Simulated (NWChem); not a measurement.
System: CH₅FOSi₂; SMILES F[Si@@H]1OC[SiH2]1

Input file for NWChem:

```
start job
memory heap 200 mb stack 900 mb global 1100 mb
geometry units angstroms noautosym nocenter noautoz
  F      0.376938    -1.989914    -0.643771
  Si     0.063838    -0.840376     0.461822
  O     -1.400111    -0.076534     0.170323
  C     -1.093054     1.244533    -0.313373
  Si     0.824738     1.300794    -0.038801
  H      0.084719    -1.543578     1.770915
  H     -1.654063     1.992538     0.270897
  H     -1.395669     1.347020    -1.369605
  H      1.669500     1.570213    -1.239989
  H      1.250069     2.184602     1.088708
end
basis spherical
  * library pcsseg-1
end
dft
  xc pbe0
  iterations 150
end
property
  shielding
end
task dft property
```

Output (shortened):

```
             Northwest Computational Chemistry Package (NWChem) 7.3.0
             --------------------------------------------------------

                             Geometry "geometry" -> ""
                             -------------------------

 Output coordinates in angstroms (scale by  1.889725989 to convert to a.u.)

  No.       Tag          Charge          X              Y              Z
 ---- ---------------- ---------- -------------- -------------- --------------
    1 F                    9.0000     0.37693800    -1.98991400    -0.64377100
    2 Si                  14.0000     0.06383800    -0.84037600     0.46182200
    3 O                    8.0000    -1.40011100    -0.07653400     0.17032300
    4 C                    6.0000    -1.09305400     1.24453300    -0.31337300
    5 Si                  14.0000     0.82473800     1.30079400    -0.03880100
    6 H                    1.0000     0.08471900    -1.54357800     1.77091500
    7 H                    1.0000    -1.65406300     1.99253800     0.27089700
    8 H                    1.0000    -1.39566900     1.34702000    -1.36960500
    9 H                    1.0000     1.66950000     1.57021300    -1.23998900
   10 H                    1.0000     1.25006900     2.18460200     1.08870800

 Effective nuclear repulsion energy (a.u.)     300.1577633698

                              NWChem Property Module
                              ----------------------

  itol2e modified to match energy
  convergence criterion.

                                 NWChem DFT Module
                                 -----------------

 Summary of "ao basis" -> "ao basis" (spherical)
 ------------------------------------------------------------------------------
       Tag                 Description            Shells   Functions and Types
 ---------------- ------------------------------  ------  ---------------------
 F                          pcsseg-1                 7       17   3s3p1d
 Si                         pcsseg-1                10       24   4s5p1d
 O                          pcsseg-1                 7       17   3s3p1d
 C                          pcsseg-1                 7       17   3s3p1d
 H                          pcsseg-1                 3        5   2s1p

  itol2e modified to match energy
  convergence criterion.

[...]

          -----------------------------------------
          Chemical Shielding Tensors (GIAO, in ppm)
          -----------------------------------------

                                NWChem CPHF Module
                                ------------------

  scftype          =     RHF
  nclosed          =       28
  nopen            =        0
  variables        =     2688
  # of vectors     =        3
  tolerance        = 0.10D-03
  level shift      = 0.00D+00
  max iterations   =       50
  max subspace     =       30

 SCF residual:    1.3058128956303555E-004

Iterative solution of linear equations
  No. of variables     2688
  No. of equations        3
  Maximum subspace       30
        Iterations       50
       Convergence  1.0D-04

   iter   nsub   residual    time
   ----  ------  --------  ---------
     1      3    4.26D-01      82.7
     2      6    1.80D-02      92.8
     3      9    1.18D-03     102.1
     4     12    5.71D-05     112.1

      Atom:    1  F
        Diamagnetic
    466.8053     -4.8901     -3.5362
     -4.8901    479.7986     14.0133
     -3.5362     14.0133    475.2632

        Paramagnetic
   -100.6777    -36.6596     35.4743
    -36.6596   -195.6992     34.4230
     35.4743     34.4230   -208.6371

        Total Shielding Tensor
    366.1275    -41.5497     31.9382
    -41.5497    284.0995     48.4363
     31.9382     48.4363    266.6261

           isotropic =     305.6177
          anisotropy =     118.7433

          Principal Components and Axis System
                 1           2           3
              384.7799    322.7368    209.3363

      1         0.9367      0.1591     -0.3120
      2        -0.3298      0.7007     -0.6326
      3         0.1180      0.6955      0.7088

      Atom:    2  Si
        Diamagnetic
    878.3148     -2.4479     -0.1977
     -2.4479    882.2640      1.5013
     -0.1977      1.5013    875.9929

        Paramagnetic
   -543.9405     16.0682     -2.6753
     16.0682   -551.5169    -20.5442
     -2.6753    -20.5442   -562.2047

        Total Shielding Tensor
    334.3742     13.6203     -2.8730
     13.6203    330.7471    -19.0429
     -2.8730    -19.0429    313.7882

           isotropic =     326.3032
          anisotropy =      39.4687

          Principal Components and Axis System
                 1           2           3
              352.6156    325.7127    300.5812

      1         0.5895     -0.7907     -0.1654
      2         0.7071      0.4062      0.5788
      3        -0.3904     -0.4581      0.7985

      Atom:    3  O
        Diamagnetic
    396.9605     -7.3062      3.0344
     -7.3062    411.4543    -11.0642
      3.0344    -11.0642    383.8541

        Paramagnetic
    -89.4935     15.2046      3.5231
     15.2046   -294.9474     85.6945
      3.5231     85.6945   -214.5899

        Total Shielding Tensor
    307.4669      7.8984      6.5575
      7.8984    116.5069     74.6303
      6.5575     74.6303    169.2642

           isotropic =     197.7460
          anisotropy =     166.3276

          Principal Components and Axis System
                 1           2           3
              308.6311    220.9056     63.7014

      1         0.9935     -0.1137     -0.0110
      2         0.0745      0.5721      0.8168
      3         0.0866      0.8123     -0.5768

      Atom:    4  C
        Diamagnetic
    248.9267      3.4366     -0.1943
      3.4366    257.3791     -6.0275
     -0.1943     -6.0275    242.2029

        Paramagnetic
   -142.5066     15.9780     -3.3988
     15.9780    -89.4117    -27.2512
     -3.3988    -27.2512   -142.8427

[...]
```

Level: PBE0/pcSseg-1, GIAO. Coordinates come from a PBE0/def2-SVP optimisation. The printed shielding anisotropy is the first printed principal value minus the mean of the other two.
